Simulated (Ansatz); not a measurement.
`[SiH3]O[SiH2][SiH3]` + `OC[SiH2]O` → `OC[SiH](O)[SiH3]` + `O[SiH2][SiH3]`  (formal exchange of groups at the Si–O bond)

Program: Ansatz. Geometries: PBE0-D4/def2-TZVP. ΔE: electronic, gas phase. CBS: MP2 limit from def2 TZ/QZ plus the TZ coupled-cluster correction, frozen cores. Functionals use def2-TZVPP. B3LYP here is the variant with VWN-RPA as its local correlation; programs differ in this. Each species was taken in one conformer, which may not be the lowest.

```csv
level,ΔE (eV)
PBE-D4,0.83
r2SCAN-D4,1.05
PBE0-D4,0.95
B3LYP,1.13
MP2/def2-TZVPP,1.23
SCS-MP2/def2-TZVPP,1.28
CCSD/def2-TZVPP,1.19
HF/CBS(def2),1.48
```

Q: What does CCSD(T)/CBS give? (Estimate.)

A: Ansatz gave: +1.15 eV. The listed levels differ from it by -0.32, -0.10, -0.20, -0.02, 0.08, 0.13, 0.04, 0.33 eV.

Largest T1 diagnostic among the species: 0.012.

From PBE to PBE0 (25 % exact exchange), in def2-TZVPP and without D4, ΔE moves by +0.12 eV. In def2-TZVPP, CCSD(T) changes the Hartree–Fock value by −0.31 eV (the triples alone add −0.05 eV) and MP2 by −0.23 eV.
